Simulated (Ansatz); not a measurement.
Mulliken charges of `N[Si](O)(F)Cl` from ωB97M-V/def2-TZVPP in Ansatz (PBE0-D4/def2-TZVP geometry).

```json
{"atom": "N1", "x (Å)": "-0.122", "y (Å)": "-0.794", "z (Å)": "-0.909", "charge (e)": "-0.354"}
{"atom": "Si2", "x (Å)": "-0.198", "y (Å)": "0.400", "z (Å)": "0.285", "charge (e)": "0.771"}
{"atom": "O3", "x (Å)": "1.117", "y (Å)": "0.379", "z (Å)": "1.234", "charge (e)": "-0.354"}
{"atom": "F4", "x (Å)": "-1.531", "y (Å)": "0.107", "z (Å)": "1.092", "charge (e)": "-0.296"}
{"atom": "Cl5", "x (Å)": "-0.329", "y (Å)": "2.322", "z (Å)": "-0.371", "charge (e)": "-0.210"}
{"atom": "H6", "x (Å)": "0.649", "y (Å)": "-0.815", "z (Å)": "-1.556", "charge (e)": "0.125"}
{"atom": "H7", "x (Å)": "-0.973", "y (Å)": "-1.119", "z (Å)": "-1.339", "charge (e)": "0.131"}
{"atom": "H8", "x (Å)": "1.388", "y (Å)": "-0.480", "z (Å)": "1.565", "charge (e)": "0.187"}
```

By hand: the dipole of these point charges (1 e Å = 4.8032 D).

Σ q r = (0.231, -0.402, -0.218) e Å, of length 0.512 e Å = 2.46 D.

How does the dipole of the full density compare? (An estimate is asked.)

The calculation gave: (0.200, -0.526, -0.296) e Å, 3.05 D; the point charges give 0.81 times that, at 9° from its direction.

Point charges leave out the atoms' own dipoles, such as those of lone pairs, and Mulliken's split depends on the basis, so the two needn't agree.
